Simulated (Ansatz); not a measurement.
Counterpoise correction, worked out

The pair of CH$_{4}$ (SMILES C, atoms 1–5) and GeH$_{4}$ (SMILES [GeH4], atoms 6–10), both closed shells, in one local arrangement (a lower one may exist), relaxed at PBE0-D4/def2-TZVP:

C1  (0.213, -0.168, -1.924)
H2  (-0.096, 0.849, -1.683)
H3  (-0.546, -0.870, -1.579)
H4  (1.161, -0.386, -1.433)
H5  (0.333, -0.265, -3.003)
Ge6  (-0.213, 0.168, 1.923)
H7  (-0.263, 1.560, 1.282)
H8  (-0.386, 0.300, 3.443)
H9  (1.140, -0.489, 1.620)
H10  (-1.343, -0.700, 1.355)
(Å)

Ansatz 0.2.0; basis: def2-TZVPPD; cores frozen in the correlated methods. Filled d shells of the heavier atoms are correlated. The def2 sets are not built for correlating such inner shells, so the correlated values are less sure here.

CCSD(T) total energies in eV:

| system | geometry | basis functions | energy |
| --- | --- | --- | --- |
| pair | pair | all | -57645.42492 |
| CH$_{4}$ | as in the pair | all (partner as ghosts) | -1100.41561 |
| GeH$_{4}$ | as in the pair | all (partner as ghosts) | -56544.98033 |
| CH$_{4}$ | as in the pair | its own | -1100.41235 |
| GeH$_{4}$ | as in the pair | its own | -56544.96246 |
| CH$_{4}$ | free (PBE0-D4 minimum) | its own | -1100.41235 |
| GeH$_{4}$ | free (PBE0-D4 minimum) | its own | -56544.96249 |

(1) Work out the interaction energy with and without the counterpoise correction, the superposition error, and the binding energy from the relaxed fragments.

T1 diagnostic: at most 0.012.

Results:

(1) Without correction: -57645.42492 − (-1100.41235) − (-56544.96246) = -0.05011 eV.
With correction (each fragment in the whole basis): -57645.42492 − (-1100.41561) − (-56544.98033) = -0.02898 eV = -0.67 kcal/mol.
The superposition error is the difference, 0.02113 eV, 42 % of the uncorrected value: each fragment borrows its partner's functions.
Deformation from the free shapes: 0.00000 eV for CH$_{4}$ and 0.00003 eV for GeH$_{4}$.
Binding energy from relaxed fragments: -0.02898 + 0.00000 + 0.00003 = -0.02895 eV = -0.67 kcal/mol (electronic, without zero-point energy; negative means bound). For comparison, the corrected interaction energy by CCSD(T) at an estimated basis limit (MP2 extrapolated from triple and quadruple zeta, plus CCSD(T) − MP2 in triple zeta) is -0.035 eV; triple zeta with the correction binds less.

For scale, one of the runs: CCSD(T)/def2-TZVPPD, 227 basis functions, launched by `ansatz run in.yaml --threads 4 --pin off --events-out ev --progress --plain --max-ram 9574MiB`. The run took 39 s on 4 CPU threads of an Intel Xeon Platinum 8488C (shared host), with 3.7 GiB of host memory at its peak.
